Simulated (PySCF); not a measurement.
Coordinates in bohr (charge -1 multiplicity 2):
```
Se    0.0000    0.0000   -0.5540
S     3.9593    0.0000    0.4616
S    -1.9796    3.4288    0.4616
S    -1.9797   -3.4288    0.4616
```

Computed with UB3LYP/[Se def2-SVPD, S def2-SVPD], no relativity, density fitting, PySCF.

This geometry of SeS₃⁻ is a stationary point at this level.

Q: What is the point group?

A: C3v.

Q: Is it a minimum?

A: Yes: all harmonic wavenumbers are real.

Q: Which band is strongest in the infrared?

A: 393 cm⁻¹ (e), 151 km/mol.

Q: What are the dipole moment and the gap between the highest occupied and lowest empty levels of either spin?

A: 1.16 D about the centre of mass and 1.81 eV.

Q: Give the ideal-gas entropy at 298.15 K and 1 bar by parts.

A: translation 173.3, rotation 109.5, vibration 44.1, spin 5.8; total 332.6 J/(mol K).

This need not be the most stable arrangement of these atoms.
